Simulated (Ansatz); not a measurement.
`[SiH3]/C=C(\[SiH3])Cl` + `BNCC` → `BN([SiH3])CC` + `[SiH3]/C=C/Cl`  (ligand exchange at the Si–C bond)

Calculated with Ansatz (gas phase, PBE0-D4/def2-TZVP geometries, no zero-point term in ΔE). CCSD(T)/CBS adds triple-zeta CCSD(T) − MP2 to the extrapolated MP2 energy (def2 sets, frozen cores). Double bonds are as drawn, so ΔE can hold a change between cis and trans. DFT in def2-TZVPP. Each species was taken in one conformer, which may not be the lowest.

CCSD(T)/CBS gives -9.7 kcal/mol.

**Question.** Another level gave -9.7 kcal/mol. Which?
A. PBE/def2-TZVPP
B. PBE0/def2-TZVPP
C. ωB97X-V/def2-TZVPP
D. SCS-MP2/def2-TZVPP

**Answer.** C. ωB97X-V -9.7, PBE -7.2, PBE0 -8.3, SCS-MP2/def2-TZVPP -10.9 kcal/mol.

Largest T1 diagnostic among the species: 0.012.

From PBE to PBE0 (25 % exact exchange), in def2-TZVPP and without D4, ΔE moves by −1.2 kcal/mol. In def2-TZVPP, CCSD(T) changes the Hartree–Fock value by +2.0 kcal/mol (the triples alone add +0.4 kcal/mol) and MP2 by +1.6 kcal/mol.
